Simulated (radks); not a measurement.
Problem. Numerical settings for the manganese ion Mn+, [Ar] 3d5 4s1. Calculated with a radial shooting solver on a logarithmic mesh with Libxc functionals: scalar-relativistic Kohn-Sham, SCAN, spin-unpolarised, spherical densities, finite nucleus; meta-GGA in the generalised Kohn-Sham scheme; Fermi nuclear charge, rms radius 3.7057 fm. The defaults (mesh step 0.008 in ln r, mesh end at 40 bohr or more with all orbitals vanishing there, Anderson mixing 0.5 over 9 steps, residual threshold near 1e-9 with the energy settled to 1e-9 hartree or 1e-11 of itself, here a cap of 65 iterations) give E = -1158.284 hartree and 4s at -11.923 eV in 14 iterations. Run on one thread of a shared host, so times are rough (Intel(R) Xeon(R) 6975P-C): 0.06 s of CPU time, 0.06 s wall, 14 iterations on 2259 mesh points. One setting is changed at a time: mesh step in ln r 0.05; mesh step in ln r 0.08; mesh step in ln r 0.02; mesh end (bohr) 400; mesh end (bohr) 3; residual threshold 0.01; residual threshold 1e-16; mixing 1; linear mixing, mixing 0.05; linear mixing, mixing 0.5; mixing history 3; iteration cap 5. Which runs fail to converge, and which converge to a wrong energy?

Solution. Not converged within the cap: mesh step in ln r 0.08; residual threshold 1e-16; mixing 1; linear mixing, mixing 0.05; linear mixing, mixing 0.5; iteration cap 5. Settled on a wrong energy, with an occupied level pushed above zero by the early mesh end: mesh end (bohr) 3 (+0.764 hartree). Apart from these: settings that end as converged yet miss the energy by more than 1 mhartree: mesh step in ln r 0.05 (+0.0291 hartree); mesh step in ln r 0.02 (-0.0292 hartree).
